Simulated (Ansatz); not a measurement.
`[F][Nb]([F])([Cl])([Cl])[Cl]`. Total charge 0; spin multiplicity 1. Nb: def2 effective core potential. The structure was optimised at the PBE0-D4/def2-TZVP level.

```xyz
6

F     0.921    1.436   -0.724
Nb   -0.010    0.010   -0.036
F    -1.333   -1.005   -0.805
Cl    1.521   -1.370   -1.079
Cl    0.554   -0.579    2.057
Cl   -1.654    1.508    0.586
```

Task: What is the dipole moment at r2SCAN/def2-TZVPP? (Estimate.)

Result: Computed: 0.78 D, with components (0.20, -0.21, 0.73) D in this frame, pointing from negative to positive charge.

Task: And with PBE, B3LYP, ωB97M-V? (Best estimate.)

Result: Ansatz gave: PBE 0.75 D, B3LYP 0.88 D, ωB97M-V 0.86 D.

Task: Give the Mulliken charges with r2SCAN, ωB97M-V, B3LYP in def2-TZVPP. (An estimate is asked.)

Result: Ansatz gave: 
```tsv
atom	r2SCAN	ωB97M-V	B3LYP
F1	-0.30	-0.29	-0.31
Nb2	1.31	1.17	1.30
F3	-0.30	-0.29	-0.31
Cl4	-0.26	-0.22	-0.25
Cl5	-0.20	-0.15	-0.19
Cl6	-0.26	-0.22	-0.25
```

B3LYP here is the variant with VWN-RPA as its local correlation; programs differ in this.
